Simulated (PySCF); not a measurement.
## Computed properties of Si(I)(Me)(OH)2 (CH5IO2Si), SMILES O[Si](I)(O)C

Si(I)(Me)(OH)2 (CH5IO2Si), SMILES O[Si](C)(I)O. Coordinates come from a B3LYP-D3(BJ)/def2-SVP optimisation. The structure was generated by enumeration, and PubChem lists no compound with its InChIKey, so it may never have been made. The def2 effective core potentials stand for the cores of I; spin–orbit coupling is left out. Other conformers were not sampled. All values are computed for the isolated molecule unless a solvent is named; none is compared with measurement here.

**Structure.** All 24 harmonic modes at B3LYP-D3(BJ)/def2-SVP (PySCF) are real, so it is a minimum. With heavy atoms numbered as in [CH3:1][Si:2]([OH:3])([OH:4])[I:5], the shortest bond between them is Si2–O4 at 1.651 Å and the longest Si2–I5 at 2.501 Å.

**Vibrations.** The strongest infrared lines (harmonic, unscaled, degenerate partners summed) lie at 832 cm⁻¹ (350 km/mol, H 61 %, O 16 %, Si 12 %, C 11 %), 820 cm⁻¹ (157 km/mol, H 75 %, O 13 %, C 10 %), 388 cm⁻¹ (145 km/mol, Si 38 %, O 35 %, H 24 %). The softest mode is at 87 cm⁻¹ and the zero-point energy is 41.4 kcal/mol.

**Electronic structure.** B3LYP/def2-TZVP (PySCF) places the frontier levels at -7.38 and -0.22 eV, a gap of 7.16 eV, and gives a dipole moment of 0.90 D and a mean polarisability of 74.7 bohr³. PBE/def2-TZVP (PySCF) at the same geometry gives -6.45 and -0.83 eV, so its gap is 1.54 eV narrower. An orbital gap is neither the optical nor the fundamental gap.

**Excitations.** TDA-ωB97X/def2-SVPD (PySCF) has S1 at 6.21 eV (200 nm, f = 0.012, weak); the most intense of the 10 singlets computed lies at 7.20 eV (f = 0.14). T1 (TDA) is at 5.72 eV, 0.49 eV under S1. TDA-PBE/def2-SVPD (PySCF) puts S1 at 5.59 eV. No vertical singlet excitation falls in the visible range (under 3.1 eV).
